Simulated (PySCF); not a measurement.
Si(Br)(Me)2(Vi), SMILES Br[Si](C)(C=C)C (C4H9BrSi) (GFN2-xTB optimised geometry):

```
15

C     -1.190    -1.072     2.784
C     -1.569    -1.368     1.551
Si    -0.838    -0.581     0.000
C      1.060    -0.581     0.000
C     -1.578    -1.350    -1.566
Br    -1.454     1.593     0.000
H     -0.421    -0.343     2.986
H     -1.633    -1.535     3.652
H     -2.353    -2.102     1.413
H      1.452    -0.063    -0.871
H      1.454    -1.593    -0.008
H      1.451    -0.081     0.882
H     -2.662    -1.265    -1.571
H     -1.208    -0.856    -2.460
H     -1.328    -2.404    -1.642
```

Calculation: PBE0/def2-TZVP in PySCF 2.14.0.

Question: What are the frontier orbital energies and the dipole moment?

Answer: HOMO-2 -8.23 eV, HOMO-1 -7.89 eV, HOMO -7.75 eV, LUMO -0.81 eV, LUMO+1 1.06 eV; dipole moment 2.38 D.

Meta-Löwdin charges at PBE0/def2-TZVP: C1 -0.21, C2 -0.36, Si3 0.91, C4 -0.61, C5 -0.61, Br6 -0.32, H7 0.12, H8 0.13, H9 0.13, H10 0.14, H11 0.13, H12 0.14, H13 0.14, H14 0.14, H15 0.13.
